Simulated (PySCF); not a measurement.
Species: C2H8O2Si2.
Numbering: `[OH:1][SiH:2]([OH:3])[SiH:4]1[CH2:5][CH2:6]1`

Structure used (GFN2-xTB), in Å, numbered top down from 1:
```xyz
14
C2H8O2Si2 angstrom
O      2.549   -1.167    0.421
Si     1.611   -0.116   -0.412
O      2.369    1.309   -0.280
Si    -0.383    0.250    0.624
C     -1.903    0.841   -0.328
C     -1.929   -0.648    0.001
H      2.310   -2.083    0.516
H      1.603   -0.561   -1.812
H      3.320    1.363   -0.331
H     -0.496    0.546    2.059
H     -2.647    1.444    0.171
H     -1.831    1.096   -1.376
H     -1.875   -1.317   -0.847
H     -2.698   -0.958    0.693
```

NICS is the negative of the GIAO shielding at a point without a nucleus: at the ring centre (0) and 1 Å above and below it (1); zz is the component along the ring normal. Level: GIAO PBE0/pcSseg-1 (PySCF, non-relativistic, gas phase) on the GFN2-xTB geometry, one conformer.

Ring bond lengths (Å), with Mayer bond orders in brackets: Si4–C5 1.888 (0.93), C5–C6 1.525 (0.92), C6–Si4 1.894 (0.92).

Question: What do the NICS probes read (ppm)?

Answer: 
| ring | type | NICS(0) | NICS(1), two faces | NICS(1)zz, two faces | rms pucker (Å) | centre to ring atoms, mean (Å) |
| --- | --- | --- | --- | --- | --- | --- |
| Si4–C5–C6 | 3-membered ring with Si; formal bonds all single | -30.8 | -8.9 / -9.5 | -19.3 / -19.3 | 0.00 | 1.02 |

Question: What can be read from them?

Answer: 
- Si4–C5–C6: mean NICS(1)zz -19.3 ppm, shielded. Si4, C5, C6 have four or more neighbours; no verdict on aromaticity is drawn. NICS(0) lies 22 ppm below the mean NICS(1).

Question: Give the inner angles of the rings and the Hirshfeld charges of the ring atoms.

Answer: 
- Si4–C5–C6: Si4 47.6° (+0.209 e), C5 66.4° (-0.163 e), C6 66.0° (-0.171 e); sum 180.0° against 180° for a flat convex ring.

Question: How shielded are the nuclei of the rings and their hydrogens (means over atoms taken as equivalent)?

Answer: 
```
   atoms                  environment  σ isotropic (ppm)  principal values of the symmetric part, first atom (ppm)
     Si4                  SiH silicon              535.2                                       417.5, 427.8, 760.2
 C5 (×2)  sp3 carbon bound to silicon              192.9                                       169.5, 189.6, 217.5
     H10                Si–H hydrogen              29.57                                          23.3, 26.5, 38.9
H11 (×2)           methylene hydrogen              31.27                                          25.5, 26.5, 41.7
H12 (×2)           methylene hydrogen              31.36                                          26.3, 26.6, 40.8
```

Hardware: one thread of an Arm Neoverse N1, shared host with 64 logical CPUs at a one-minute load of 60. Cost: 33 s wall, 0.72 GiB resident at most. This is the whole shielding run at PBE0/pcSseg-1, SCF included.
